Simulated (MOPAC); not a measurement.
Job for MOPAC: AM1 on Al2, 2S+1 = 3, a spin state set in the input, which need not be the lowest, a point of a bond scan (R = 2.553 Å).

```
AM1 1SCF PRECISE CHARGE=0 UHF MS=1 THREADS=1
Al2

Al     0.00000000 1     0.00000000 1     0.00000000 1
Al     0.00000000 1     0.00000000 1     2.55290300 1
```

The log:

```
*******************************************************************************
 **                                                                           **
 **                              MOPAC v23.2.5                                **
 **                                                                           **
 *******************************************************************************
 ** MOPAC's Digital Object Identifier: https://doi.org/10.5281/zenodo.6511958 **
 **                                                                           **
 ** Please cite the open-source release paper for use of this MOPAC version:  **
 ** J. E. Moussa and J. J. P. Stewart (2026)                                  **
 ** MOPAC: An open-source semiempirical molecular orbital program             **
 ** J. Open Source Softw., 11(119), 8025, https://doi.org/10.21105/joss.08025 **
 *******************************************************************************

                              AM1 CALCULATION RESULTS

 *******************************************************************************
 *  AM1        - The AM1 Hamiltonian to be used
 *  UHF        - UNRESTRICTED HARTREE-FOCK CALCULATION
 *
 *
 *
 *                 CHARGE ON SYSTEM = 0
 *
 *
 *
 *  MS=        - IN MECI, MAGNETIC COMPONENT OF SPIN =  1.0
 *  PRECISE    - TIGHTER CRITERIA TO BE USED
 *  1SCF       - DO 1 SCF AND THEN STOP
 *  THREADS=1  - MULTI-THREADING NOT USED
 *  T=         - A TIME OF 172800.0 SECONDS REQUESTED
 *  DUMP=N     - RESTART FILE WRITTEN EVERY 7200.0 SECONDS REQUESTED
 *******************************************************************************
AM1 1SCF PRECISE CHARGE=0 UHF MS=1 THREADS=1
 Al2

   ATOM   CHEMICAL          X               Y               Z
  NUMBER   SYMBOL      (ANGSTROMS)     (ANGSTROMS)     (ANGSTROMS)

     1      Al          0.00000000  *   0.00000000  *   0.00000000  *
     2      Al          0.00000000  *   0.00000000  *   2.55290300  *



          CARTESIAN COORDINATES

    NO.       ATOM           X           Y           Z

     1        Al          0.0000      0.0000      0.0000
     2        Al          0.0000      0.0000      2.5529

 Al: (AM1): M. J. S. Dewar, A. J. Holder, Organometallics, 9, 508-511 (1990).

           Empirical Formula: Al2  =     2 atoms



      MOLECULAR POINT GROUP   :   D*h


          UHF CALCULATION, NO. OF ALPHA ELECTRONS =    4
                           NO. OF BETA  ELECTRONS =    2

 -------------------------------------------------------------------------------
 AM1 1SCF PRECISE CHARGE=0 UHF MS=1 THREADS=1
 Al2



     1SCF WAS SPECIFIED, SO BFGS WAS NOT USED
     SCF FIELD WAS ACHIEVED


                              AM1 CALCULATION
                                                       MOPAC v23.2.5 Linux




          FINAL HEAT OF FORMATION =        119.80252 KCAL/MOL =     501.25374 KJ/MOL


          COSMO AREA              =        110.73 SQUARE ANGSTROMS
          COSMO VOLUME            =        101.67 CUBIC ANGSTROMS

          IONIZATION POTENTIAL    =          6.146362 EV
          ALPHA SOMO LUMO (EV)    =         -6.146 -1.478
          BETA  SOMO LUMO (EV)    =         -8.606 -1.227
          NO. OF ALPHA ELECTRONS  =          4
          NO. OF BETA  ELECTRONS  =          2
          MOLECULAR WEIGHT        =         53.9631         POINT GROUP:  D*h

          MOLECULAR DIMENSIONS (Angstroms)

            Atom       Atom       Distance
           Al     2   Al     1     2.55290
           Al     2   Al     1     0.00000
           Al     1   Al     2     0.00000


          SCF CALCULATIONS        =          1





   ATOM   CHEMICAL          X               Y               Z
  NUMBER   SYMBOL      (ANGSTROMS)     (ANGSTROMS)     (ANGSTROMS)

     1      Al          0.00000000  *   0.00000000  *   0.00000000  *
     2      Al          0.00000000  *   0.00000000  *   2.55290300  *

                             CARTESIAN COORDINATES

   1   Al        0.000000000     0.000000000     0.000000000
   2   Al        0.000000000     0.000000000     2.552903000


           Empirical Formula: Al2  =     2 atoms



      MOLECULAR POINT GROUP   :   D*h


          ALPHA EIGENVALUES
 -12.24024  -9.76402  -6.82385  -6.14636  -1.47844  -0.81645  -0.40907   0.69282


           BETA EIGENVALUES
 -11.54472  -8.60584  -1.22719  -1.14408  -0.83673  -0.16191   0.14544   0.92030


              NET ATOMIC CHARGES AND DIPOLE CONTRIBUTIONS

  ATOM NO.   TYPE          CHARGE      No. of ELECS.   s-Pop       p-Pop
    1         Al          -0.000000        3.0000     1.88761     1.11239
    2         Al           0.000000        3.0000     1.88761     1.11239
 DIPOLE           X         Y         Z       TOTAL
 POINT-CHG.     0.000     0.000     0.000     0.000
 HYBRID        -0.000     0.000    -0.000     0.000
 SUM           -0.000     0.000     0.000     0.000


          ATOMIC ORBITAL ELECTRON POPULATIONS

     Atom    s        px        py        pz
    1 Al   1.88761   0.50000   0.00000   0.61239
    2 Al   1.88761   0.50000   0.00000   0.61239


                    (SZ)    =    1.000000
                    (S**2)  =    2.029343


          ATOMIC ORBITAL SPIN POPULATIONS

    Atom   Total    s     px     py     pz
         Atomic
    1 Al  1.0000  0.002  0.500  0.000  0.498
    2 Al  1.0000  0.002  0.500  0.000  0.498

 **********************
 *                    *
 * JOB ENDED NORMALLY *
 *                    *
 **********************




 == MOPAC DONE ==
```

The run finished.

Cost: around 0.05 core-seconds (rough).
